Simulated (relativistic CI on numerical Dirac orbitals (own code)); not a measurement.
**Co2+ in a cubic cluster: L2,3 absorption with charge transfer**

Computed with a charge-transfer multiplet model of a cubic metal-ligand cluster with up to 3 ligand holes, Slater and spin-orbit integrals from Dirac-Coulomb-Breit ions, Slater integrals scaled by 0.7. The parameters are those of a tetrahedral site (10Dq negative, t2 hopping the larger). The ground state mixes d7 with configurations of k ligand holes L, whose averages lie at kΔ + k(k − 1)U_dd/2; a core hole lowers each added d electron by U_cd. 20 K, Lorentzian 0.4 eV and Gaussian 0.3 eV FWHM.

Atomic integrals in eV (Slater integrals scaled, ζ unscaled), ground: F2dd 8.079, F4dd 5.014, zeta_d 0.063; with the core hole: F2dd 8.635, F4dd 5.365, zeta_d 0.084, zeta_core 9.670, F2cd 5.102, G1cd 3.822, G3cd 2.172.

Cluster parameters (eV): Δ = 2.3, U_dd = 7.6, U_cd = 8.5, 10Dq = -0.2, 10Dq(ligand) = 0, final-state hopping factor = 1.

| Case | n_d | d7 | d8L | d9L2 | d10L3 | S |
| --- | --- | --- | --- | --- | --- | --- |
| V(eg) = 0.45 eV, V(t2g) = -0.76 eV | 7.10 | 0.90 | 0.10 | 0.00 | 0.00 | 1.50 |
| V(eg) = 1.05 eV, V(t2g) = -1.78 eV | 7.31 | 0.70 | 0.28 | 0.01 | 0.00 | 1.50 |
| V(eg) = 1.35 eV, V(t2g) = -2.29 eV | 7.40 | 0.63 | 0.34 | 0.03 | 0.00 | 1.50 |
| V(eg) = 1.95 eV, V(t2g) = -3.31 eV | 7.53 | 0.53 | 0.42 | 0.05 | 0.00 | 1.50 |
| V(eg) = 2.25 eV, V(t2g) = -3.82 eV | 7.58 | 0.49 | 0.44 | 0.07 | 0.00 | 1.50 |

Weights, n_d and S are thermal averages at 20 K. Photon energies count from the first peak over 30 % of the highest in each spectrum, which can be another peak from case to case. The parameters are a model scan and need not match a compound or its usual spin state. Peaks in eV (height, largest 100):
- V(eg) = 0.45 eV, V(t2g) = -0.76 eV: 0.0 (85), 0.7 (100), 3.5 (14), 15.5 (49), 16.8 (11)
- V(eg) = 1.05 eV, V(t2g) = -1.78 eV: 0.0 (100), 15.2 (43), 16.4 (12)
- V(eg) = 1.35 eV, V(t2g) = -2.29 eV: 0.0 (100), 15.1 (38)
- V(eg) = 1.95 eV, V(t2g) = -3.31 eV: 0.0 (100), 1.1 (32), 15.1 (31)
- V(eg) = 2.25 eV, V(t2g) = -3.82 eV: 0.0 (100), 1.2 (27), 15.1 (29)

For the case V(eg) = 1.35 eV, V(t2g) = -2.29 eV, Δ = 2.3 eV is smaller than U_dd = 7.6 eV, the charge-transfer side of the Zaanen-Sawatzky-Allen scheme. With the core hole the configuration with one ligand hole lies at Δ + U_dd − U_cd = 1.4 eV above the one without, against Δ in the ground state. The added d electron screens the hole, so the order of the configurations is kept and charge-transfer satellites are weaker than in photoemission.
